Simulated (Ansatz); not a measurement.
F$_{2}$OS, charge +1, doublet, at a GFN2-xTB geometry (a state made from the parent by changing its charge; the spin is typed, not shown lowest), atoms displaced at random by about 0.03 Å a coordinate; R2SCAN/STO-3G, gradient in Ansatz (a quantum-chemistry and plane-wave program).

Input for Ansatz:
Ansatz 0.2 input:
```yaml
crystal:
  periodic: [false, false, false]
  atoms:
    - {symbol: O, position_ang: [1.41790499, -0.13022405, -0.28751024]}
    - {symbol: S, position_ang: [0.18878943, -0.01427173, 0.32851309]}
    - {symbol: F, position_ang: [-0.70082458, 1.28613283, -0.24283511]}
    - {symbol: F, position_ang: [-0.81597135, -1.14404907, -0.14913143]}
basis:
  gaussian:
    orbitals: STO-3G
hamiltonian:
  xc: r2scan
total_charge: 1
magnetization: {spin_polarized: true, initial_magnetization: 1}
output: {forces: true}
```

The log (banner, timings and long lists left out):

```
Functional definition: r2SCAN
313 factors; integrals over basis functions are off by at most 2.0e-5 eV
mean field evaluation 1: about -18064.0241 eV, gradient 3.6e1 eV
mean field evaluation 2: about -18044.0760 eV, gradient 7.3e1 eV
mean field evaluation 4: about -18071.9433 eV, gradient 1.2e1 eV
mean field evaluation 8: about -18073.0321 eV, gradient 8.5e-2 eV
mean field evaluation 16: about -18072.9968 eV, gradient 2.6e-5 eV
mean field -18072.99684308 eV, -664.1703836658 hartree, gradient 2.6e-5 eV, S^2 0.760628; 0 other end points of the search recorded, 0 dependent functions left out
the calculation of the forces begins
reference -18072.99684483 eV, -664.1703837303 hartree; 21, 20 occupied and 3, 4 virtual orbitals, 313 factors
Total energy: -18072.99684483 eV, -664.1703837303 hartree
Atom 0 at     1.417905    -0.130224    -0.287510 Å, force    16.177842    -1.474951    -8.164853 eV/Å
Atom 1 at     0.188789    -0.014272     0.328513 Å, force   -11.830241     3.571194    10.484324 eV/Å
Atom 2 at    -0.700825     1.286133    -0.242835 Å, force    -1.052337     1.608856    -0.744024 eV/Å
Atom 3 at    -0.815971    -1.144049    -0.149131 Å, force    -3.295264    -3.705100    -1.575446 eV/Å
Dipole moment:    -0.026426    -0.003133     0.201522 e Å
```
